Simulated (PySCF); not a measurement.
Excitation energy of Sr⁺ by level of theory

Sr⁺ [Kr] 5s1 (2S) → Sr⁺ [Kr] 4d1 (2D), as a difference of total energies. Calculation: PySCF 2.14, in def2-TZVPPD with the def2 core potential (28 electrons) (6s4p3d1f, 40 functions); a scalar-relativistic core potential. Correlated levels: valence and next inner shell: nothing frozen outside the core potential. The calculations carry no spin-orbit coupling.

```tsv
method	excitation energy (eV)
UHF	1.946
LDA	1.727
PBE	1.578
PBE0	1.578
r2SCAN	1.512
M06-L	1.150
PW91	1.570
wB97M-V	1.606
M06	1.374
MP2 (valence and next inner shell)	2.224
SCS-MP2 (valence and next inner shell)	2.169
```

How much does correlation contribute at MP2 (valence and next inner shell)?

2.224 − (1.946) = 0.278 eV, measured against UHF.

Errors of the correlated levels include the incompleteness of this basis.

For comparison: 1.826 eV (measured; NIST levels, between the centres of gravity of the two terms).
